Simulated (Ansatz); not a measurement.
Q: Predict a relaxed structure of the cluster Pt3 (the lowest singlet isomer of a short search), charge 0, singlet, at PBE-D4/def2-TZVP (Ansatz).

A: 
```tsv
atom	x (Å)	y (Å)	z (Å)
Pt1	0.0277	-1.1882	0.7915
Pt2	0.1423	1.2767	0.6236
Pt3	-0.1701	-0.0885	-1.4150
```
Point group D3h (tolerance 0.1 Å). This is one stationary point.

In the def2 sets Pt takes a core potential; there is no spin–orbit coupling. The restricted singlet is unstable: a solution with broken spin symmetry lies lower. At PBE-D4/def2-TZVP a triplet of charge 0 lies 0.09 eV below the restricted singlet, each at its own geometry. The structure comes from a short search, and lower isomers may exist.
